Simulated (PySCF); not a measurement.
F3GeH. Atoms are numbered in the order given.

```xyz
5

Ge     0.0000     0.0000     0.2679
F     -1.3791    -0.7962    -0.3836
F      0.0000     1.5924    -0.3836
F      1.3791    -0.7962    -0.3836
H      0.0000     0.0000     1.7862
```
Charge 0, spin multiplicity 1.

Coordinates come from a TPSSh-D3(BJ)/def2-SVP optimisation.

Method: TPSSh-D3(BJ)/def2-SVP run with PySCF.

Frequencies are harmonic and unscaled.

Modes within 1.5 cm⁻¹ of each other (mostly degenerate sets) share a row, with their intensities summed.

| mode | ν (cm⁻¹) | IR (km/mol) | moving atoms (share of kinetic energy) |
|---|---|---|---|
| 1–2 | 222 | 23.3 | F 89 %, Ge 11 % |
| 3 | 276 | 49.7 | F 67 %, Ge 32 % |
| 4–5 | 715 | 106.0 | H 95 % |
| 6 | 725 | 33.6 | F 89 %, Ge 11 % |
| 7–8 | 764 | 177.8 | F 75 %, Ge 25 % |
| 9 | 2266 | 40.9 | H 99 % |
